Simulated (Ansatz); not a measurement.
The cluster Al₄P₃: single points at one geometry.

```yaml
crystal:
  periodic: [false, false, false]
  atoms:
    - {symbol: Al, position_ang: [-0.941981, -0.790545, -0.075151]}
    - {symbol: Al, position_ang: [0.006474, -0.439141, 2.403340]}
    - {symbol: Al, position_ang: [0.530308, 1.036001, -3.054110]}
    - {symbol: Al, position_ang: [1.433991, 1.067232, 0.752465]}
    - {symbol: P, position_ang: [1.121282, -0.491588, -1.105790]}
    - {symbol: P, position_ang: [-1.682188, -1.772985, 1.822191]}
    - {symbol: P, position_ang: [-0.467887, 1.391027, -0.742944]}
basis:
  gaussian: {orbitals: def2-TZVP, initial_orbitals: start.molden}
magnetization: {spin_polarized: true, initial_magnetization: 1}
hamiltonian: {xc: pbe, dispersion: d4}
scf: {omitted_lower_state_checks: [starts]}
output: {forces: true, orbitals: {seedname: orbitals}}
```

The file start.molden holds the orbitals of an earlier run on this structure, at another level or in another basis.

```sh
$ ansatz run in.yaml --threads 4 --pin off --events-out ev --progress --plain --max-ram 4787MiB
```

Output, abridged:

```
Functional definition: PBE
1846 factors; their error is unknown
mean field evaluation 1: about -54229.7229 eV, gradient 1.2e1 eV
mean field evaluation 2: about -54229.9133 eV, gradient 3.4e-1 eV
mean field evaluation 4: about -54229.9036 eV, gradient 3.6e-2 eV
mean field evaluation 8: about -54229.9036 eV, gradient 1.5e-4 eV
mean field -54229.90356394 eV, -1992.9121976258 hartree, gradient 2.6e-5 eV, S^2 0.759277; 0 other end points of the search recorded, 0 dependent functions left out
reference -54229.90360401 eV, -1992.9121990985 hartree; 49, 48 occupied and 210, 211 virtual orbitals, 1846 factors
Total energy: -54230.42920097 eV, -1992.9315144307 hartree
Atom 0 at    -0.941981    -0.790545    -0.075151 Å, force     0.074517     0.070298     0.016059 eV/Å
Atom 1 at     0.006474    -0.439141     2.403340 Å, force     0.121066     0.136044    -0.168079 eV/Å
Atom 2 at     0.530308     1.036001    -3.054110 Å, force    -0.048580    -0.101366     0.295112 eV/Å
Atom 3 at     1.433991     1.067232     0.752465 Å, force    -0.111947    -0.077140    -0.128906 eV/Å
Atom 4 at     1.121282    -0.491588    -1.105790 Å, force    -0.080221     0.293193    -0.005100 eV/Å
Atom 5 at    -1.682188    -1.772985     1.822191 Å, force    -0.209253    -0.192057     0.070887 eV/Å
Atom 6 at    -0.467887     1.391027    -0.742944 Å, force     0.254416    -0.128971    -0.079973 eV/Å
Dipole moment:     0.251713     0.217346    -0.009179 e Å
Checks for a lower state left out: starts
```

It took 26 s on 4 threads of Intel Xeon on a shared host, peak host memory 0.6 GiB.

First input, but with `gaussian: {orbitals: def2-SVP, initial_orbitals: start.molden}`, `correlation: {method: ccsd_t}`, `scf: {omitted_lower_state_checks: [starts, cluster_reference]}`, `output: {orbitals: {seedname: orbitals}}` and without the key `hamiltonian` (abridged; 52 s):

```
Functional definition: HF
mean field evaluation 16: about -54130.9499 eV, gradient 5.5e-6 eV
mean field -54130.94987292 eV, -1989.2757165541 hartree, gradient 5.5e-6 eV, S^2 0.928272
35 core orbitals not correlated: weight in the atoms' cores, before any rotation towards them, 1.000 or more for the frozen orbitals, at most 0.000 for the correlated occupied ones
second order -15.02246577 eV of doubles, -0.00000000 eV of singles
cycle   1  -15.30280331 eV  change   -2.8e-1 eV  update   1.8e-1
cycle   2  -15.96761156 eV  change   -6.6e-1 eV  update   6.8e-2
cycle   3  -16.21014501 eV  change   -2.4e-1 eV  update   4.9e-2
cycle   4  -16.23120631 eV  change   -2.1e-2 eV  update   2.6e-2
cycle   5  -16.24627603 eV  change   -1.5e-2 eV  update   1.8e-2
cycle   6  -16.26298715 eV  change   -1.7e-2 eV  update   9.6e-3
cycle   7  -16.26649094 eV  change   -3.5e-3 eV  update   5.5e-3
cycle   8  -16.26896748 eV  change   -2.5e-3 eV  update   3.0e-3
cycle   9  -16.27048757 eV  change   -1.5e-3 eV  update   2.0e-3
cycle  10  -16.26948591 eV  change    1.0e-3 eV  update   1.3e-3
cycle  11  -16.26971253 eV  change   -2.3e-4 eV  update   8.3e-4
cycle  12  -16.27000511 eV  change   -2.9e-4 eV  update   4.7e-4
cycle  13  -16.27021811 eV  change   -2.1e-4 eV  update   2.8e-4
cycle  14  -16.27031733 eV  change   -9.9e-5 eV  update   1.5e-4
cycle  15  -16.27026737 eV  change    5.0e-5 eV  update   8.3e-5
cycle  16  -16.27025062 eV  change    1.7e-5 eV  update   4.8e-5
cycle  17  -16.27024307 eV  change    7.6e-6 eV  update   2.8e-5
perturbative correction -1.13779046 eV, -0.0418130284 hartree
Total energy: -54148.35790645 eV, -1989.9154499868 hartree
Checks for a lower state left out: starts, cluster_reference
```

First input, but with `hamiltonian: {xc: {name: BHLYP}, dispersion: d4}`, `output: {orbitals: {seedname: orbitals}}` (abridged; 54 s):

```
Functional definition: BHLYP
mean field -54255.68557941 eV, -1993.8596692187 hartree, gradient 1.8e-5 eV, S^2 0.773050
Total energy: -54256.60702370 eV, -1993.8935316719 hartree
Checks for a lower state left out: starts
```

As the first input, with `hamiltonian: {xc: r2scan, dispersion: d4}`, `output: {orbitals: {seedname: orbitals}}` (abridged; 49 s):

```
Functional definition: r2SCAN
mean field -54251.93471570 eV, -1993.7218275200 hartree, gradient 2.3e-5 eV, S^2 0.775508
Total energy: -54252.04255233 eV, -1993.7257904427 hartree
Checks for a lower state left out: starts
```

First input, but with `hamiltonian: {xc: pbe0, dispersion: d4}`, `output: {orbitals: {seedname: orbitals}}` (abridged; 68 s):

```
Functional definition: PBE0
mean field -54234.12454219 eV, -1993.0673157156 hartree, gradient 2.4e-5 eV, S^2 0.767468
Total energy: -54234.58063390 eV, -1993.0840767769 hartree
Checks for a lower state left out: starts
```

Geometry: B3LYP-D4/def2-SVP.

Correlated methods freeze 35 core orbitals. At CCSD(T)/def2-SVP the charge 0 doublet is spin-contaminated (final ⟨S²⟩ up to 0.93, 0.75 for a pure state). Another isomer (doublet) lies 0.53 eV lower at PBE0-D4/def2-TZVP; other spin states weren't run for this one.
